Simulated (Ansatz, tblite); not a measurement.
Isomers of Hg₄S₃ (singlet), found by a short tight-binding search and relaxed with r2SCAN-D4/def2-SVP in Ansatz.

In the def2 sets Hg takes a core potential; there is no spin–orbit coupling. The xTB rows come from tblite. Correlated methods freeze 15 core orbitals; core or outer-core shells of Hg are correlated, in sets that lack core-valence functions.

Other spin states weren't relaxed.

A:

```xyz
7

Hg   -2.224   -0.288   -0.216
Hg    0.840    0.516   -0.613
Hg    3.051    1.888   -2.252
Hg   -0.113   -1.152    1.931
S     2.057   -0.368    1.285
S    -1.127    0.937   -1.958
S    -2.484   -1.533    1.824
```

B:

Cartesian coordinates in Å:
```
Hg -0.6880 0.1352 1.8711
Hg 0.4077 2.5892 0.9849
Hg 0.0317 -0.0096 -2.7999
Hg -0.9418 -1.6222 -0.6880
S -2.3537 -1.6379 1.3584
S 1.5814 -0.5333 0.2091
S 1.9627 1.0787 -0.9356
```

C:

```xyz
7

Hg    0.6760    0.3025    2.5724
Hg    0.8187   -1.2352   -3.5553
Hg   -1.8087   -0.6201    1.9849
Hg   -0.6350    0.0573   -0.8801
S     2.0569    1.6203    0.9281
S    -2.8694   -0.5909   -0.2660
S     1.7614    0.4661   -0.7841
```

D:

```tsv
atom	x (Å)	y (Å)	z (Å)
Hg1	-1.803	-0.292	1.300
Hg2	-0.204	-0.149	-2.279
Hg3	-0.023	1.785	0.105
Hg4	2.684	-1.716	-1.887
S5	1.525	-0.015	1.104
S6	-2.427	2.000	0.846
S7	0.248	-1.613	0.811
```

Problem. Estimate their order by electronic energy at RPA@PBE/def2-TZVP, counted from the lowest.

Solution. A (0.0) < C (130.5) < D (137.2) < B (184.0), in kJ/mol.

Problem. Do the other levels pick the same lowest one?

Solution. Not GFN1-xTB, GFN2-xTB. Energies above each level's lowest (kJ/mol):

```tsv
level	A	B	C	D
GFN1-xTB	101.6	0.0	101.8	76.7
GFN2-xTB	145.6	0.0	97.9	37.4
HF/def2-TZVP	0.0	257.5	143.7	196.0
LDA (SPW92)/def2-TZVP	0.0	144.8	119.2	145.1
PBE-D4/def2-SVP	0.0	98.0	89.7	88.9
PBE-D4/def2-TZVP	0.0	129.3	100.7	114.9
r2SCAN-D4/def2-TZVP	0.0	160.3	121.4	144.5
PBE0-D4/def2-SVP	0.0	142.6	115.9	123.3
PBE0-D4/def2-TZVP	0.0	175.8	126.5	150.8
r2SCAN0-D4/def2-TZVP	0.0	194.1	136.6	165.8
RPA@PBE/def2-TZVP	0.0	184.0	130.5	137.2
MP2/def2-TZVP	0.0	223.4	160.4	162.8
```
Point groups (tolerance 0.1 Å): A C2v, B Cs, C not assigned, D not assigned. Lower isomers may exist. From def2-SVP to def2-TZVP the PBE0 values move by up to 33.2 kJ/mol, so results in the small set are rough.
